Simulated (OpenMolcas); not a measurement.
A calculation on Ga II.

* Program: OpenMolcas
* Method: MS-RASPT2, IPEA 0.25 Eh, imaginary shift 0.1 Eh (closed shells correlated: 3d)
* Basis: ANO-RCC-VQZP [7s6p4d2f1g]
* Scalar Hamiltonian: DKH2, point nucleus
* Active space: 2 electrons in 9 orbitals (RAS2 4s 4p; RAS3 4d, at most 2 electrons)
* State averaging: 2S+1 = 3 even, 3 roots; 2S+1 = 1 even, 7 roots; 2S+1 = 3 odd, 3 roots; 2S+1 = 1 odd, 3 roots
* Spin-orbit coupling: state interaction with AMFI integrals over the reference wave functions, term energies averaged over their components

Which level of the active space comes out lowest?

4s² ¹S₀, with 100 % of that term; it is also the measured ground level.

How high does 4s 4p ³P°₂ lie?

47640 cm⁻¹ above the lowest level; measured 48750 cm⁻¹ above the ground level, so the calculation is off by -2 %.

How high does 4s 4p ³P°₁ lie?

46850 cm⁻¹ above the lowest level; measured 47814 cm⁻¹ above the ground level, so the calculation is off by -2 %.

How high does 4s 4p ³P°₀ lie?

46460 cm⁻¹ above the lowest level; measured 47368 cm⁻¹ above the ground level, so the calculation is off by -2 %.

Measured values: NIST Handbook of Basic Atomic Spectroscopic Data.

Active for correlation alone: 4d; no level in the range computed is led by a configuration that fills it, so any true level of that kind is missing. Measured partners are found by configuration, term and J. A level has none where our copy of the source lacks it or the pairing is in doubt (some pairs that miss far off the trend of their configuration count as doubtful), and it then counts in no deviation. Levels of configurations outside the active space are missing.

° marks odd parity.
